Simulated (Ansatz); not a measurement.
Born–Oppenheimer molecular dynamics of CH₁₁NOSi₂ (16 atoms, charge 0, multiplicity 1). It starts from a rough guess of a transition structure, not a stationary point.

These are results of UKS PBE/STO-3G (Ansatz 0.2.0), not measurements.

```yaml
ensemble: NVE (velocity Verlet)
time_step: 0.5 fs
steps_asked: 150
starting_velocities_drawn_for: 100 K
seed: 506120
```

First frame:

```xyz
16
Properties=species:S:1:pos:R:3
Si -0.923 0.454 -0.485
N 0.284 -0.980 -1.486
H -2.054 -0.234 -1.105
H -1.543 1.122 0.686
C 0.087 1.848 -1.281
H 0.538 -1.197 -0.193
O 0.113 -0.679 0.898
Si 0.345 -0.975 2.457
H -0.121 -1.811 -1.892
H 1.131 -0.728 -1.973
H 1.087 1.909 -0.863
H 0.182 1.716 -2.354
H -0.399 2.803 -1.111
H 1.436 -0.133 2.958
H -0.881 -0.721 3.213
H 0.718 -2.393 2.531
```

Task: How far do the bonds stretch over the last three quarters of this one trajectory? (Pairs bonded in most of those frames.)

Result: 
```csv
bond,mean (Å),spread (Å),shortest,longest
Si1–N2,2.207,0.197,1.97,2.55
Si1–H3,1.467,0.006,1.45,1.48
Si1–H4,1.479,0.011,1.46,1.49
Si1–C5,1.905,0.011,1.89,1.93
Si1–O7,1.814,0.069,1.70,1.91
N2–H6,1.143,0.072,1.02,1.31
N2–H9,1.057,0.026,1.01,1.10
N2–H10,1.060,0.040,0.99,1.12
C5–H11,1.105,0.026,1.07,1.14
C5–H12,1.103,0.009,1.09,1.12
C5–H13,1.103,0.009,1.08,1.12
O7–Si8,1.717,0.097,1.56,1.87
Si8–H14,1.465,0.012,1.45,1.48
Si8–H15,1.463,0.013,1.44,1.49
Si8–H16,1.461,0.003,1.46,1.47
```

Mean temperature of the second half: 461 K. The conserved energy stayed within 0.33 meV per atom of its start (net change -0.1 meV per atom), so the integration is sound. The system heated up, since it started high on the potential surface and ran downhill. The run was cut off by its time limit. A run of 0.075 ps of so small a system gives no equilibrium averages. The orbitals stay closed-shell, which can raise the energy where a bond breaks towards radicals; this wasn't checked here. Limits of this set-up: minimal basis.

The run took 15 min on 1 thread of Intel(R) Xeon(R) Platinum 8259CL CPU @ 2.50GHz (Skylake/Cascade Lake), on a shared host, peak memory 0.15 GiB.
